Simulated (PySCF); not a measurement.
PySCF job for SbH2Br, SMILES [SbH2][Br], TDA-M06-2X/def2-SVPD. The structure is a stationary point at PBE0-D3(BJ)/def2-TZVP. The def2 effective core potentials stand for the cores of Sb; spin–orbit coupling is left out.

```python
import numpy as np
from pyscf import gto, scf, dft, tdscf

mol = gto.M(
    atom='''
    Sb    0.99649113    0.04778096    0.00000000
    H     1.14713610   -1.14953371    1.21376433
    H     1.14713609   -1.14953354   -1.21376451
    Br   -1.51758057   -0.00393605   -0.00000000
    ''',
    basis='def2-SVPD',
    ecp={'Sb': 'def2-svp'},
    charge=0,
    spin=0,
    symmetry=True,
    max_memory=1600,
    verbose=4,
)
mf = dft.RKS(mol, xc='m06-2x').density_fit(auxbasis='def2-universal-jkfit')
mf.grids.level = 4
mf.conv_tol = 1e-9
mf.max_cycle = 100
mf.kernel()
mf.grids = dft.Grids(mol).set(level=2).build(with_non0tab=True)  # coarser grid for the response kernel
td = tdscf.TDA(mf)
td.singlet = True
td.nstates = 10
td.conv_tol = 1e-4
td.kernel(x0=td.get_init_guess(mf, 15))
td.analyze()
tt = tdscf.TDA(mf)
tt.singlet = False
tt.nstates = 4
tt.conv_tol = 1e-4
tt.kernel(x0=tt.get_init_guess(mf, 9))
tt.analyze(verbose=3)
```

Output:

```
PySCF version 2.14.0

[INPUT] verbose = 4
[INPUT] num. atoms = 4
[INPUT] num. electrons = 60
[INPUT] charge = 0
[INPUT] spin (= nelec alpha-beta = 2S) = 0
[INPUT] symmetry True subgroup None
[INPUT] Mole.unit = angstrom
[INPUT] Symbol           X                Y                Z      unit          X                Y                Z       unit  Magmom
[INPUT]  1 Sb     0.996491130000   0.047780960000   0.000000000000 AA    1.883095321258   0.090292928369   0.000000000000 Bohr   0.0
[INPUT]  2 H      1.147136100000  -1.149533710000   1.213764330000 AA    2.167773056602  -2.172303882855   2.293682163466 Bohr   0.0
[INPUT]  3 H      1.147136090000  -1.149533540000  -1.213764510000 AA    2.167773037704  -2.172303561602  -2.293682503617 Bohr   0.0
[INPUT]  4 Br    -1.517580570000  -0.003936050000   0.000000000000 AA   -2.867811649261  -0.007438056513   0.000000000000 Bohr   0.0

nuclear repulsion = 195.626563720537
point group symmetry = Cs
symmetry origin: [-2.79164086e-09 -8.58966426e-10 -3.86534889e-09]
symmetry axis x: [ 1.00000000e+00 -2.15457154e-10 -1.48430144e-09]
symmetry axis y: [-2.15457149e-10 -1.00000000e+00  3.08707711e-09]
symmetry axis z: [-1.48430144e-09 -3.08707663e-09 -1.00000000e+00]
num. orbitals of irrep A' = 58
num. orbitals of irrep A" = 31
number of shells = 35
number of NR pGTOs = 170
number of NR cGTOs = 89
basis = def2-SVPD
ecp = {'Sb': 'def2-svp'}


[settings echo left out]
init E= -2788.44184901326
HOMO (A') = -0.67524079884852  LUMO (A') = -0.598882731646761  gap/eV = 2.07781
cycle= 1 E= -2813.8770423239  delta_E= -25.4  |g|= 2.37  |ddm|= 10.6
HOMO (A') = -0.0416212244118334  LUMO (A') = -0.0168675184398279  gap/eV = 0.67358
cycle= 2 E= -2813.10772959964  delta_E= 0.769  |g|=  2.4  |ddm|= 8.65
HOMO (A') = -0.327998166959377  LUMO (A') = -0.110265338350828  gap/eV = 5.92481
cycle= 3 E= -2815.17342407206  delta_E= -2.07  |g|= 0.442  |ddm|=  5.3
HOMO (A') = -0.304567553057062  LUMO (A') = -0.05225061965983  gap/eV = 6.86589
cycle= 4 E= -2815.25517656159  delta_E= -0.0818  |g|= 0.201  |ddm|=  0.9
HOMO (A') = -0.305826331683484  LUMO (A') = -0.0316903416075002  gap/eV = 7.45962
cycle= 5 E= -2815.26473749578  delta_E= -0.00956  |g|= 0.0525  |ddm|= 0.289
HOMO (A') = -0.314962704224406  LUMO (A') = -0.0390228455297716  gap/eV = 7.50871
cycle= 6 E= -2815.26541371211  delta_E= -0.000676  |g|= 0.0111  |ddm|= 0.0613
HOMO (A') = -0.316822050360845  LUMO (A') = -0.0405461003813201  gap/eV = 7.51785
cycle= 7 E= -2815.26546007506  delta_E= -4.64e-05  |g|= 0.00267  |ddm|= 0.0219
HOMO (A') = -0.316781515579759  LUMO (A') = -0.0403302720425387  gap/eV = 7.52262
cycle= 8 E= -2815.26546431185  delta_E= -4.24e-06  |g|= 0.000871  |ddm|= 0.00756
HOMO (A') = -0.316634768724044  LUMO (A') = -0.04022317574384  gap/eV = 7.52154
cycle= 9 E= -2815.26546467194  delta_E= -3.6e-07  |g|= 0.000202  |ddm|= 0.00208
HOMO (A') = -0.316646942024199  LUMO (A') = -0.040217742833363  gap/eV = 7.52202
cycle= 10 E= -2815.26546469784  delta_E= -2.59e-08  |g|= 3.88e-05  |ddm|= 0.000649
HOMO (A') = -0.316647012602786  LUMO (A') = -0.0402206303039421  gap/eV = 7.52194
cycle= 11 E= -2815.26546469879  delta_E= -9.58e-10  |g|= 7.34e-06  |ddm|= 0.000119
HOMO (A') = -0.31664711528053  LUMO (A') = -0.0402207179133995  gap/eV = 7.52195
Extra cycle  E= -2815.26546469884  delta_E= -5e-11  |g|= 2.66e-06  |ddm|= 2.58e-05
converged SCF energy = -2815.26546469884
tot grids = 37864


******** <class 'pyscf.tdscf.rks.TDA'> for <class 'pyscf.df.df_jk.DFSymAdaptedRKS'> ********
nstates = 10 singlet
deg_eia_thresh = 1.000e-03
wfnsym = None
conv_tol = 0.0001
eigh lindep = 1e-12
eigh level_shift = 0
eigh max_cycle = 100


Excitation energies (eV)
[4.50062803 5.16061604 5.98112882 6.21757602 6.36892603 7.03789837
 7.0760162  7.30097376 7.57121056 7.74353128]

** Singlet excitation energies and oscillator strengths **
Excited State   1:   A'      4.50063 eV    275.48 nm  f=0.0503
      30 -> 31       -0.69313
Excited State   2:   A"      5.16062 eV    240.25 nm  f=0.0046
      29 -> 31       -0.69723
Excited State   3:   A'      5.98113 eV    207.29 nm  f=0.0720
      27 -> 31       -0.18563
      28 -> 31       -0.66502
Excited State   4:   A"      6.21758 eV    199.41 nm  f=0.0872
      26 -> 31        0.10093
      30 -> 32       -0.68122
Excited State   5:   A'      6.36893 eV    194.67 nm  f=0.0589
      30 -> 33        0.68674
Excited State   6:   A'      7.03790 eV    176.17 nm  f=0.0111
      27 -> 31        0.20190
      29 -> 32        0.66409
Excited State   7:   A"      7.07602 eV    175.22 nm  f=0.0028
      26 -> 31        0.66754
      29 -> 33        0.13232
      30 -> 32        0.10926
Excited State   8:   A"      7.30097 eV    169.82 nm  f=0.0020
      26 -> 31        0.14744
      29 -> 33       -0.67529
      29 -> 38        0.10535
Excited State   9:   A"      7.57121 eV    163.76 nm  f=0.0372
      28 -> 32        0.68332
Excited State  10:   A'      7.74353 eV    160.11 nm  f=0.4418
      27 -> 31       -0.52537
      28 -> 31        0.15852
      28 -> 33       -0.20788
      29 -> 32        0.14648
      30 -> 34        0.17039
      30 -> 36       -0.10731
      30 -> 39       -0.17456

** Transition electric dipole moments (AU) **
state          X           Y           Z        Dip. S.      Osc.
  1         0.6679      0.1000     -0.0000      0.4561      0.0503
  2         0.0000     -0.0000      0.1902      0.0362      0.0046
  3        -0.6782      0.1764      0.0000      0.4910      0.0720
  4         0.0000     -0.0000      0.7566      0.5724      0.0872
  5        -0.0487     -0.6127     -0.0000      0.3777      0.0589
  6         0.0216     -0.2526     -0.0000      0.0643      0.0111
  7         0.0000      0.0000     -0.1268      0.0161      0.0028
  8        -0.0000     -0.0000      0.1067      0.0114      0.0020
  9         0.0000     -0.0000      0.4475      0.2003      0.0372
 10         1.4933     -0.3145     -0.0000      2.3289      0.4418

WARN: ECP detected. Skipping calculation of transition velocity and magnetic dipole moments, which have not yet been implemented.



******** <class 'pyscf.tdscf.rks.TDA'> for <class 'pyscf.df.df_jk.DFSymAdaptedRKS'> ********
nstates = 4 triplet
deg_eia_thresh = 1.000e-03
wfnsym = None
conv_tol = 0.0001
eigh lindep = 1e-12
eigh level_shift = 0
eigh max_cycle = 100


Excitation energies (eV)
[3.57584672 4.80136264 4.84309024 5.23154252]

** Triplet excitation energies and oscillator strengths **
Excited State   1:   A'      3.57585 eV    346.73 nm  f=0.0000
Excited State   2:   A"      4.80136 eV    258.23 nm  f=0.0000
Excited State   3:   A"      4.84309 eV    256.00 nm  f=0.0000
Excited State   4:   A'      5.23154 eV    236.99 nm  f=0.0000
```

The run converged.
